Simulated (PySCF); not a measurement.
AlI2, SMILES [I][Al+][I], charge +1. Geometry: B3LYP-D3(BJ)/def2-SVP. The multiplicity is an assumed one; other spin states were not compared. The isomer is the one that the SMILES or the coordinates give; other isomers of the formula were not compared. The def2 effective core potentials stand for the cores of I; spin–orbit coupling is left out.

The numbers are results of PySCF 2.14.0 with B3LYP-D3(BJ)/def2-SVP, not measurements.

Harmonic wavenumbers (cm⁻¹): 92, 92, 177, 571. Rotational constants (GHz): 0.3535 (linear); symmetry number 2.

**Question.** Work out the zero-point energy and the ideal-gas rigid-rotor harmonic-oscillator thermochemistry at 298.15 K and 1 atm.

**Answer.** ZPE = ½ Σ hcν = ½ × 933 cm⁻¹ = 5.58 kJ/mol. H − E(el) = 20.22 kJ/mol. Entropy in J/(mol K): translation 179.06, rotation 83.82, vibration 42.19, total 305.06. G − E(el) = -70.73 kJ/mol. Cp = 57.86 J/(mol K). Modes under 150 cm⁻¹ make the vibrational entropy uncertain.
